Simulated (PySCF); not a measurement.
Working out the ionisation energy of Xe²⁺

Xe²⁺ [Kr] 4d10 5s2 5p4 (3P) → Xe³⁺ [Kr] 4d10 5s2 5p3 (4S). All numbers are calculated (PySCF 2.14, scalar relativity by spin-free X2C-1e, in aug-cc-pVTZ-DK3 (8s7p5d2f, 68 functions)). Frozen: [Kr] 4d10. Energies in hartree (1 hartree = 27.21139 eV):

```
            part  Xe²⁺ (lower)  Xe³⁺ (upper)
             UHF  -7442.005864  -7440.927046
CCSD correlation     -0.108920     -0.080626
             (T)     -0.002697     -0.001897
```

**Question.** What does Hartree-Fock give?

**Answer.** (-7440.927046) − (-7442.005864) = 1.078818 hartree = 29.356 eV.

**Question.** What do CCSD and CCSD(T) give?

**Answer.** The CCSD correlation energies differ by 0.028294 hartree = 0.770 eV and the triples by 0.000800 hartree = 0.022 eV, so CCSD gives 30.126 eV and CCSD(T) 30.148 eV.

A first-order spin-orbit estimate adds 0.453 eV to CCSD(T) (valence), giving 30.601 eV against 31.05 ± 0.04 eV (semi-empirical (NIST evaluation); NIST Atomic Spectra Database, ionization energies).

What remains against the reference includes basis incompleteness, the frozen core and higher excitations.
